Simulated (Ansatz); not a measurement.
Born–Oppenheimer molecular dynamics of Cl$_{2}$GaH (4 atoms, charge 0, multiplicity 1). It starts at the highest image of a converged band, a first-order saddle point between two minima.

All numbers below come from RKS BLYP-D4/def2-SVP (Ansatz).

| Quantity | Value |
| --- | --- |
| ensemble | NVE (velocity Verlet) |
| time step | 0.5 fs |
| steps asked | 200 |
| starting velocities drawn for | 300 K |
| seed | 9909 |

Frames 5 fs apart, positions in Å.

Velocities at 35 fs (Å/ps):

```
Ga -4.66 -0.15 3.51
H 74.03 13.91 38.41
Cl 9.30 -0.15 -2.91
Cl -2.24 0.05 -5.10
```

```xyz
4
Properties=species:S:1:pos:R:3 time_fs=35 energy_less_start_eV=-0.651 T=2816
Ga -0.369 -0.007 0.552
H 2.430 0.283 1.223
Cl 2.307 0.001 0.070
Cl -1.528 0.004 -1.355
4
Properties=species:S:1:pos:R:3 time_fs=40 energy_less_start_eV=-0.540 T=2393
Ga -0.394 -0.008 0.571
H 2.787 0.357 1.446
Cl 2.357 0.000 0.053
Cl -1.539 0.005 -1.382
4
Properties=species:S:1:pos:R:3 time_fs=45 energy_less_start_eV=-0.882 T=3696
Ga -0.421 -0.008 0.592
H 2.950 0.285 1.117
Cl 2.417 0.003 0.050
Cl -1.550 0.005 -1.410
4
Properties=species:S:1:pos:R:3 time_fs=50 energy_less_start_eV=-0.895 T=3756
Ga -0.451 -0.009 0.613
H 3.294 0.300 1.123
Cl 2.476 0.004 0.035
Cl -1.559 0.005 -1.438
4
Properties=species:S:1:pos:R:3 time_fs=55 energy_less_start_eV=-0.852 T=3594
Ga -0.484 -0.010 0.634
H 3.489 0.285 1.032
Cl 2.541 0.005 0.022
Cl -1.565 0.005 -1.462
4
Properties=species:S:1:pos:R:3 time_fs=60 energy_less_start_eV=-0.810 T=3427
Ga -0.518 -0.010 0.653
H 3.526 0.219 0.765
Cl 2.612 0.008 0.013
Cl -1.569 0.005 -1.483
4
Properties=species:S:1:pos:R:3 time_fs=65 energy_less_start_eV=-0.593 T=2597
Ga -0.555 -0.011 0.670
H 3.893 0.242 0.828
Cl 2.674 0.009 -0.006
Cl -1.569 0.005 -1.498
4
Properties=species:S:1:pos:R:3 time_fs=70 energy_less_start_eV=-0.774 T=3287
Ga -0.594 -0.011 0.683
H 3.775 0.177 0.579
Cl 2.750 0.011 -0.018
Cl -1.566 0.005 -1.507
4
Properties=species:S:1:pos:R:3 time_fs=75 energy_less_start_eV=-0.815 T=3451
Ga -0.634 -0.011 0.694
H 4.078 0.179 0.580
Cl 2.814 0.012 -0.036
Cl -1.560 0.005 -1.509
4
Properties=species:S:1:pos:R:3 time_fs=80 energy_less_start_eV=-0.908 T=3806
Ga -0.675 -0.012 0.701
H 4.138 0.157 0.496
Cl 2.885 0.014 -0.052
Cl -1.551 0.005 -1.505
4
Properties=species:S:1:pos:R:3 time_fs=85 energy_less_start_eV=-0.918 T=3834
Ga -0.718 -0.012 0.706
H 4.106 0.122 0.374
Cl 2.958 0.015 -0.068
Cl -1.539 0.005 -1.495
4
Properties=species:S:1:pos:R:3 time_fs=90 energy_less_start_eV=-0.643 T=2792
Ga -0.761 -0.013 0.707
H 4.417 0.126 0.409
Cl 3.021 0.016 -0.088
Cl -1.526 0.005 -1.479
```

Of the whole run (100 fs, mean temperature of the second half 3370 K): The conserved energy stayed within 1.3 meV per atom of its start (net change 0.11 meV per atom), so the integration is sound. The kinetic energy rose, since the run started high on the potential surface and went downhill. It ends in pieces (ClGa + ClH), so much of that is their flight and rotation, not heat. A run of 0.1 ps of so small a system gives no equilibrium averages. The orbitals stay closed-shell, which can raise the energy where a bond breaks towards radicals; this wasn't checked here.

Run time: 4.7 min on 1 thread of Arm Neoverse V2 (shared host), peak memory 0.12 GiB.
